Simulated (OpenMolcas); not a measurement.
Levels of Mo²⁺ by method

```
Program             : OpenMolcas 26.06
Basis               : ANO-R2 [7s5p4d2f1g]
Scalar Hamiltonian  : X2C, finite nucleus
Active space        : 4 electrons in 10 orbitals (4d 5d)
State averaging     : 2S+1 = 5 even, 5 roots; 2S+1 = 3 even, 45 roots; 2S+1 = 1 even, 49 roots
Spin-orbit coupling : state interaction with AMFI integrals over the reference wave functions, term energies averaged over their components
```

Methods on the same reference wave functions:
A. CASSCF
B. SS-CASPT2, IPEA 0.25 Eh, imaginary shift 0.1 Eh (closed shells correlated: 4s 4p)
C. MS-CASPT2, IPEA 0.25 Eh, imaginary shift 0.1 Eh (closed shells correlated: 4s 4p)

Energies in cm⁻¹ above 4d⁴ ⁵D₀, the measured ground level; measured values from Sugar and Musgrove, J. Phys. Chem. Ref. Data 17, 155 (1988).

| Level | A | B | C | Measured |
| --- | --- | --- | --- | --- |
| 4d⁴ ⁵D₀ | 0.0 | 0.0 | 0.0 | 0.0 |
| 4d⁴ ⁵D₁ | 223 | 242 | 241 | 242 |
| 4d⁴ ⁵D₂ | 634 | 671 | 670 | 668 |
| 4d⁴ ⁵D₃ | 1192 | 1234 | 1232 | 1224 |
| 4d⁴ ⁵D₄ | 1863 | 1895 | 1892 | 1872 |
| 4d⁴ ³H₄ | 15157 | 13520 | 13520 | 12680 |
| 4d⁴ ³P₀(1) | 15454 | 11670 | 11670 | 11149 |
| 4d⁴ ³H₅ | 15683 | 14110 | 14110 | 13276 |
| 4d⁴ ³H₆ | 16195 | 14660 | 14660 | 13811 |
| 4d⁴ ³P₁(1) | 16705 | 12910 | 12910 | 12510 |
| 4d⁴ ³F₃(1) | 17592 | 14750 | 14750 | 13948 |
| 4d⁴ ³F₂(1) | 17669 | 14710 | 14720 | 13929 |
| 4d⁴ ³F₄(1) | 17868 | 15090 | 15080 | 14296 |
| 4d⁴ ³P₂(1) | 18624 | 14800 | 14780 | 14358 |
| 4d⁴ ³G₃ | 19446 | 16790 | 16780 | 15871 |
| 4d⁴ ³G₄ | 19871 | 17250 | 17250 | 16283 |
| 4d⁴ ³G₅ | 20212 | 17690 | 17680 | 16714 |
| 4d⁴ ¹I₆ | 23403 | 21280 | 21280 | 20290 |
| 4d⁴ ³D₃ | 24653 | 20470 | 20460 | 19488 |
| 4d⁴ ³D₂ | 24777 | 20550 | 20550 | 19577 |
| 4d⁴ ¹G₄(1) | 24952 | 22150 | 22150 | 20612 |
| 4d⁴ ³D₁ | 25022 | 20850 | 20850 |  |
| 4d⁴ ¹S₀ | 28574 | 24230 | 24220 | 22990 |
| 4d⁴ ¹D₂(1) | 30216 | 24640 | 24630 | 22806 |

Deviations, from unrounded energies. A percentage is the sum of absolute deviations over the sum of measured energies, with the sign that they share, or ± where signs differ.

| Against measurement | Levels | A | B | C |
| --- | --- | --- | --- | --- |
| mean absolute deviation (cm-1) | 22 | 3300 | 760 | 760 |
| fine structure of the ground term (%) | 4 | -2.4 | ±0.9 | ±0.7 |
| other terms of the ground configuration (%) | 18 | +24.6 | +5.7 | +5.6 |

B, C lie about equally close to measurement and A furthest from it. The largest miss of C in the table is 4d⁴ ¹D₂(1), by +1800 cm-1. The ranking rests on the paired levels alone, and a cruder setting can come out closer through cancelling errors.

Between B and C the level of the table that moves most is 4d⁴ ³P₂(1), by 24 cm-1 (lowest in C, highest in B). Moves below CASPT2's spread within the term are not significant.

The two smallest mean deviations differ by little beside CASPT2's spread within terms, so their order carries little weight.

From A to B the spin-free energies of the other terms of 4d⁴ shown, above ⁵D, scale by factors of 0.76 to 0.90, as is usual when dynamic correlation screens the repulsion within a d or f shell.

The lowest spin-free term lies below A's lowest term by 0.304 hartree in B, 0.304 hartree in C.

CASPT2 does not keep the components of a term degenerate, so their means are used; among the terms shown or strongly mixed into the levels shown the widest spread is 970 cm-1 (4d⁴ ¹I, C). Active for correlation alone: 5d; no level in the range computed is led by a configuration that fills it, so any true level of that kind is missing. Without dynamic correlation excited terms often stand tens of per cent too high (terms of higher spin than the ground term too low), and those without a measured partner can miss by more than the paired ones (holds for A). Some levels mix across a computed gap that differs much from the measured one, so their mixing is not that of the real levels (holds for A; C). The CASPT2 spread within a term exceeds the gap to the next term for 4d⁴ ³D and 4d⁴ ¹I, 4d⁴ ¹I and 4d⁴ ¹G(1), so the order of their levels is uncertain (holds for C). Computed and measured levels are paired by configuration, term and J; levels that our copy of the source lacks, or whose pairing is in doubt (as where it misses far off the trend of its configuration), stay unpaired and out of the deviations. Levels of configurations outside the active space are missing. The table leaves out levels that lie high or whose names do not pair safely across all columns.

A number in round brackets counts repeated terms of one configuration in the order of the reference energies.
